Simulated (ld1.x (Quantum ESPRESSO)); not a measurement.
## An all-electron radial function and its pseudo partner (boron)

Columns: radius, all-electron u(r) and pseudo u(r) of the 2p shell (level -25.52 eV) of boron in the configuration [He] 2s1 2p0; LDA (PZ), non-relativistic, TM scheme, ld1.x (Quantum ESPRESSO) 7.5.

| r (bohr) | all-electron | pseudo |
| --- | --- | --- |
| 0.128 | 0.0618 | 0.0236 |
| 0.255 | 0.1861 | 0.0908 |
| 0.382 | 0.3232 | 0.1935 |
| 0.510 | 0.4511 | 0.3201 |
| 0.638 | 0.5588 | 0.4547 |
| 0.765 | 0.6426 | 0.5807 |
| 0.893 | 0.7042 | 0.6871 |
| 1.020 | 0.7440 | 0.7635 |
| 1.148 | 0.7651 | 0.8080 |
| 1.275 | 0.7696 | 0.8217 |
| 1.402 | 0.7604 | 0.8104 |
| 1.530 | 0.7401 | 0.7807 |
| 1.658 | 0.7111 | 0.7398 |
| 1.785 | 0.6762 | 0.6937 |
| 1.912 | 0.6369 | 0.6460 |
| 2.040 | 0.5948 | 0.5985 |
| 2.168 | 0.5514 | 0.5525 |
| 2.295 | 0.5082 | 0.5084 |
| 2.422 | 0.4658 | 0.4658 |
| 2.550 | 0.4244 | 0.4244 |
| 2.678 | 0.3849 | 0.3849 |
| 2.805 | 0.3479 | 0.3479 |
| 2.932 | 0.3132 | 0.3132 |
| 3.060 | 0.2808 | 0.2808 |
| 3.188 | 0.2510 | 0.2510 |
| 3.315 | 0.2239 | 0.2239 |

(1) How many radial nodes do the two functions have?

(2) At about which radius was the pseudo-wave matched?

(3) Is the pseudo-wave norm-conserving?

Results:

(1) The all-electron 2p function has n − l − 1 = 0; the pseudo-wave has 0.

(2) 2.55 bohr. The columns agree to 0.0005 from 2.29 bohr on; several derivatives are matched, so the curves merge somewhat inside the radius.

(3) Yes: the TM scheme keeps the norm inside the radius equal to the all-electron one, which fixes the energy derivative of the logarithmic derivative at the level.
